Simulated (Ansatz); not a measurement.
`[SiH3][SiH2][GeH3]` + H₂O → `O[SiH2][GeH3]` + SiH₄ at 298.15 K and 1 bar (formal hydrolysis of the Si–Si bond).

Program: Ansatz. Geometries: PBE0-D4/def2-TZVP. ΔE: electronic, gas phase. CCSD(T)/CBS adds triple-zeta CCSD(T) − MP2 to the extrapolated MP2 energy (def2 sets, frozen cores). This one scheme is used for every species. For Ge outer-core shells are correlated without core-valence functions, which leaves a few kJ/mol of doubt a bond. Scalar relativity is left out up to krypton. Each species was taken in one conformer, which may not be the lowest.

```csv
species,CCSD(T)/CBS energy (Eh),H − E (kJ/mol),S (J/(mol·K))
`[SiH3][SiH2][GeH3]`,-2659.06477,193.0,366.2
H₂O,-76.37941,66.4,188.7
`O[SiH2][GeH3]`,-2444.00682,161.6,334.2
SiH₄,-291.46306,92.1,204.8
```

H − E and S are ideal-gas, rigid-rotor, harmonic terms from PBE0-D4/def2-TZVP, for one conformer and one mirror image of each species. 1 Eh = 2625.50 kJ/mol, R = 8.31446 J/(mol·K).

Problem. By hand: ΔE, ΔH, ΔS and ΔG.

Solution. ΔE = (-2444.00682) + (-291.46306) − (-2659.06477) − (-76.37941) = -0.02570 Eh = -67.5 kJ/mol. Δ(H − E) = 161.6 + 92.1 − 193.0 − 66.4 = -5.7, so ΔH = -73.2 kJ/mol. ΔS = 334.2 + 204.8 − 366.2 − 188.7 = -15.9 J/(mol·K). ΔG = -73.2 − 298.15 × (-15.9)/1000 = -68.5 kJ/mol.

Problem. By hand: the equilibrium constant, and the temperature at which ΔG would vanish if ΔH and ΔS stayed fixed.

Solution. log₁₀ K = −ΔG/(RT ln 10) = 12.0. ΔG = 0 at ΔH/ΔS = 4604 K, far beyond where these terms or the molecules hold.

ΔH outweighs TΔS. A doubt of 5 kJ/mol in ΔE shifts log₁₀ K by 0.9 here. Other conformers and mirror images would add mixing entropy, several J/(mol·K) or more a flexible species. These are equilibria of isolated gas molecules and say nothing of rates. Largest T1 diagnostic: 0.013 (customary marks: 0.02 for closed shells, 0.045 for open ones).
